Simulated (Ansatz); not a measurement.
Two structures of BH₂SeF₃, singlet, reached by relaxing down either side of one saddle point (PBE0-D4/def2-TZVP). Energies are electronic, without zero-point energy. Program: Ansatz 0.2.0. Basis: def2-TZVPP and def2-QZVPP. Cores are frozen in the correlated methods. Filled d shells of the heavier atoms are correlated. The def2 sets are not built for correlating such inner shells, so the correlated values are less sure here. Extrapolation: Hartree–Fock as exp(−7.88 √X), correlation as X^−2.97. First:

B1  (-0.865, -0.988, 0.209)
F2  (-1.689, -0.073, -0.259)
F3  (-0.354, -1.884, -0.608)
F4  (-0.713, -1.123, 1.510)
H5  (1.197, 1.268, -1.384)
Se6  (1.562, 0.828, -0.032)
H7  (0.862, 1.972, 0.563)
(Å)

Second:

```csv
atom,x (Å),y (Å),z (Å)
B1,0.1599,-0.9738,0.6035
F2,-1.4946,1.1110,-1.7006
F3,0.0265,-2.1069,-0.0436
F4,-0.4884,-0.7907,1.7286
H5,-0.6208,1.0268,-1.3900
Se6,1.3493,0.3908,-0.1397
H7,1.0680,1.3428,0.9416
```

Q: Which bonds change from the first to the second?

A: BF₃ ([F][B]([F])[F]) + H₂Se → BHSeF₂ ([F][B]([F])[SeH]) + HF; bonds formed: B1–Se6, F2–H5; bonds broken: B1–F2, H5–Se6.

Q: Give the saddle point's structure and its height above each. (Judge from chemistry; the value comes from the calculation.)

A: By the calculation: 36.18 kcal/mol above the first and 15.91 kcal/mol above the second (CCSD(T) at an estimated basis limit (MP2 extrapolated from triple and quadruple zeta, plus CCSD(T) − MP2 in triple zeta)).
```csv
atom,x (Å),y (Å),z (Å)
B1,-0.2904,-0.6623,0.1569
F2,-1.1477,0.2426,-0.8313
F3,-0.1860,-1.8687,-0.3902
F4,-0.7994,-0.5360,1.3771
H5,-0.1674,0.7990,-0.9598
Se6,1.4512,0.5452,-0.2207
H7,1.1396,1.4801,0.8678
```

The T1 diagnostic stays at or below 0.012.

Labels in which every atom is bracketed show which atoms are joined, not bond orders.

For scale, one of the runs: CCSD(T)/def2-TZVPP, 200 basis functions, launched by `ansatz run in.yaml --threads 4 --pin off --events-out ev --progress --plain --max-ram 9574MiB`. Time: 2.1 min of wall clock on 4 CPU threads of an Arm Neoverse V1; the host was shared. Peak host memory: 2.8 GiB.
